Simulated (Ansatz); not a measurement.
Ansatz (an electronic-structure program) input (RI-MP2/def2-QZVPP):
A basis named .json is the Basis Set Exchange file of that set.

Ansatz 0.2 input:
```yaml
crystal:
  periodic: [false, false, false]
  atoms:
    - {symbol: Pb, position_ang: [-0.00401327, -0.00597620, 0.77553755]}
    - {symbol: Br, position_ang: [1.13908989, -1.67066389, -0.91554448]}
    - {symbol: Br, position_ang: [-1.12968736, 1.68466528, -0.90142922]}
basis:
  gaussian:
    orbitals: def2-QZVPP.json
    fitting: {mean_field: def2-universal-jkfit, correlation: def2-QZVPP-RIFIT.json}
magnetization: {spin_polarized: false}
correlation: {method: mp2, electrons: outside_noble_gas}
```

End of the output:

```
integrals: 0.40 GiB planned
783 factors; integrals over basis functions are off by at most 1.3e0 eV
mean field: 1.30 GiB planned
mean field evaluation 1: about -145223.0007 eV, gradient 1.9e1 eV
mean field evaluation 2: about -145224.0155 eV, gradient 1.5e1 eV
mean field evaluation 4: about -145224.3922 eV, gradient 8.0e-1 eV
mean field evaluation 8: about -145224.3984 eV, gradient 2.4e-6 eV
mean field -145224.39844557 eV, -5336.8982062421 hartree, gradient 2.4e-6 eV, S^2 0.000000; 0 other end points of the search recorded, 0 dependent functions left out
37 core orbitals not correlated
861 factors; their error is unknown
reference -145224.39844557 eV, -5336.8982062421 hartree; 9, 9 occupied and 214, 214 virtual orbitals, 861 factors
second order -11.71287554 eV of doubles, -0.00000000 eV of singles
Total energy: -145236.11132111 eV, -5337.3286464789 hartree
```
